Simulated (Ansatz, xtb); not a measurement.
Ranking isomers of C4H4BClF2

6 gas-phase structures of C4H4BClF2, from a drawn sample of its isomers (lower ones may exist). Each was relaxed with GFN2-xTB; where two conformers were screened, the lower at r2SCAN-D4/def2-SVP is listed:

A. `C=C/C(Cl)=C\B(F)F`, a singlet
B. `FB(F)C(Cl)=C1CC1`, a singlet
C. `FB(F)CC1=C[C@@H]1Cl`, a singlet
D. `C#C[C@H](CCl)B(F)F`, a singlet
E. `FB(F)C1=C(CCl)C1`, a singlet
F. `C=C/C=C(\Cl)B(F)F`, a singlet

Make a reasoned guess at their ranking by r2SCAN-D4/def2-SVP single-point energy.

Calculated order at r2SCAN-D4/def2-SVP: A (0.0), F (0.2), B (16.3), D (28.6), C (29.1), E (30.5) kcal/mol. Less than 1 kcal/mol parts A and F; D and C, so the order within those pairs means little.

Energies above the lowest of each column, in kcal/mol; the last columns are at B3LYP/def2-SVP geometries and were run for some of them only (a dash: not run or not comparable):

```csv
structure,GFN2-xTB,HF/STO-3G,r2SCAN-D4/def2-SVP,B3LYP/def2-SVP,CCSD(T)/def2-SVP + ΔMP2/def2-TZVPP
A,0.0,2.4,0.0,0.1,0.0
F,2.6,0.0,0.2,0.0,0.1
B,5.6,3.3,16.3,18.9,20.2
D,18.9,6.9,28.6,–,–
C,25.1,17.2,29.1,–,–
E,23.1,19.5,30.5,–,–
```

CCSD(T)/def2-SVP + ΔMP2/def2-TZVPP has A and F within 1 kcal/mol of each other at the bottom, and every level picks one of them. Flexible structures stand in one conformer each, not always the lowest. Frequencies (GFN2-xTB) were run for A, B, F alone. ΔMP2 is the change of the MP2 energy from the smaller to the larger basis.

Over these structures GFN2-xTB departs from r2SCAN-D4/def2-SVP by 4.4 kcal/mol on average once a common shift is removed. A GFN2-xTB relaxation took about 0.084 s and the r2SCAN-D4/def2-SVP energy about 1.6 s on a shared host (Ansatz 0.2.0, xtb 6.7.1).
